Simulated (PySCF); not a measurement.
PySCF 2.14 output of an unrestricted B97-3 calculation on a single atom or ion in ANO-RCC-VTZP, with the spin-free X2C one-electron Hamiltonian (Gaussian nucleus):

```
SCF conv_tol = 1e-09
number electrons alpha = 32  beta = 27
    T. W. Keal and D. J. Tozer.,  J. Chem. Phys. 123, 121103 (2005)
cycle= 1 E= -10018.4810949571  delta_E= -0.0127  |g|= 0.0922  |ddm|= 0.137
cycle= 2 E= -10018.4807209165  delta_E= 0.000374  |g|= 0.0988  |ddm|= 0.048
cycle= 3 E= -10018.4822587683  delta_E= -0.00154  |g|= 0.0108  |ddm|= 0.0326
cycle= 4 E= -10018.4822771777  delta_E= -1.84e-05  |g|= 0.00114  |ddm|= 0.00279
cycle= 5 E= -10018.4822774007  delta_E= -2.23e-07  |g|= 7.29e-05  |ddm|= 0.000389
cycle= 6 E= -10018.4822774018  delta_E= -1.15e-09  |g|= 6.17e-06  |ddm|= 3.42e-05
cycle= 7 E= -10018.4822774018  delta_E= -2.36e-11  |g|= 1.16e-06  |ddm|= 6.21e-06
converged SCF energy = -10018.4822774018  <S^2> = 8.7533687  2S+1 = 6.0011228
```

The run itself started from symmetry-adapted Hartree-Fock orbitals and held the occupation by maximum overlap, on a logarithmic radial grid, so the iterations belong to that start.

Problem. Which element, charge and spin multiplicity is this?

Solution. Pm²⁺ (promethium, charge +2), multiplicity 6; the state was [Xe] 4f5, one real determinant.

⟨L²⟩ = 24.01 against 30 for a pure H term, so this real determinant mixes terms. Spin-orbit coupling, absent here, splits the open shell strongly.
